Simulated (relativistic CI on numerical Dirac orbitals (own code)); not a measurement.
**Hyperfine structure of I XXV, mass number 127**

Calculated at this level of theory: Dirac-Coulomb-Breit CI, separate exchange-only KLI orbitals for each configuration, model QED (radiative potential, 1s self-energy scaled to tabulated hydrogen-like ionisation energies), unscaled Slater integrals (own radial code, finite nucleus).

Configurations in the expansion (outside the closed core [Ar]): 3d¹⁰4s, 3d¹⁰4p, 3d¹⁰4d, 3d¹⁰4f, 3d¹⁰5s, 3d¹⁰5p, 3d¹⁰5d, 3d¹⁰5f, 3d¹⁰5g, 3d¹⁰6s, 3d⁹4p², 3d¹⁰6p, 3d¹⁰6d, 3d⁹4s², 3d⁸4s4p², 3d¹⁰6f. Levels of other configurations are missing.

Nuclear spin I = 5/2, μ = 2.8087 μN, Q = -0.688 b (tables of Stone and Pyykkö). The electronic factors are computed for point nuclear moments, without core polarisation or the Bohr-Weisskopf and QED corrections.

| Level | E (cm⁻¹) | A (GHz) | B (GHz) |
| --- | --- | --- | --- |
| 3d¹⁰4s ²S1/2 | 0 | 361.8 |  |
| 3d¹⁰4p ²P°1/2 | 411326 | 107.8 |  |
| 3d¹⁰4p ²P°3/2 | 543228 | 16.61 | -19.7 |
| 3d¹⁰4d ²D3/2 | 1210747 | 7.716 | -3.06 |
| 3d¹⁰4d ²D5/2 | 1236554 | 3.191 | -4.05 |
| 3d¹⁰4f ²F°5/2 | 1944477 | 1.325 | -0.838 |
| 3d¹⁰4f ²F°7/2 | 1947777 | 0.7309 | -0.967 |
| 3d¹⁰5s ²S1/2 | 2697665 | 161.9 |  |

Levels with J = 0, under 50 % of one LS term, or S terms without an open s electron are left out. Small factors come from cancelling terms and can be off by tens of per cent or more.

At this charge energies of transitions that change n are usually good to better than 1 %, and those within a shell (Δn = 0) to a few per cent.

(1) Give the hyperfine levels of 3d¹⁰4s ²S1/2 relative to its centre of gravity.

Answers

(1) With K = F(F + 1) − I(I + 1) − J(J + 1), E = AK/2: F = 2: -633.2, F = 3: 452.3 GHz.

LS names give the leading component of a level, which can be under half, so a name can repeat, a term be missing and a line seem to break the LS rules.
